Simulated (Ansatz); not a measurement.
## Which method gave which barrier?

Saddle point of BH3SOF2, singlet (BHOF₂ ([OH][B]([F])[F]) + H₂S → BHSF₂ ([F][B]([F])[SH]) + H₂O (still joined by a long B–O bond); bonds formed: B1–S6, O2–H5; bonds broken: H5–S6; bonds weakened to dative contacts: B1–O2), PBE0-D4/def2-TZVP structure:

B1  (-0.535, 0.391, -0.229)
O2  (0.942, 0.439, -0.565)
F3  (-1.285, 0.089, -1.307)
F4  (-0.930, 1.415, 0.536)
H5  (0.923, -0.641, 0.101)
S6  (-0.258, -1.347, 0.925)
H7  (1.098, 0.332, -1.511)
H8  (0.046, -0.679, 2.050)
(Å)

Ansatz 0.2.0; basis: def2-TZVPP, with def2-QZVPP for the basis limit; cores frozen in the correlated methods. Extrapolation: Hartree–Fock as exp(−7.88 √X), correlation as X^−2.97. Four methods, as single points on the PBE0-D4 structures, gave these electronic barriers from the start structure: 0.964, 1.131, 1.559, 2.139 eV.

(1) The methods were, in alphabetical order, BHLYP-D4, HF, PBE-D4, PBE0-D4. Which gave which? (Judge from chemistry; the calculation decides.)

The T1 diagnostic stays at or below 0.013.

## Answers

(1) The calculation gives: PBE-D4 0.964; PBE0-D4 1.131; BHLYP-D4 1.559; HF 2.139 eV. For comparison, CCSD(T) at an estimated basis limit (MP2 extrapolated from triple and quadruple zeta, plus CCSD(T) − MP2 in triple zeta) gives 1.354 eV.

Labels in which every atom is bracketed show which atoms are joined, not bond orders.

For scale, one of the runs: CCSD(T)/def2-TZVPP, 208 basis functions, launched by `ansatz run in.yaml --threads 4 --pin off --events-out ev --progress --plain --max-ram 9574MiB`. The run took 89 s on 4 CPU threads of an Intel Xeon (shared host), with 3 GiB of host memory at its peak.
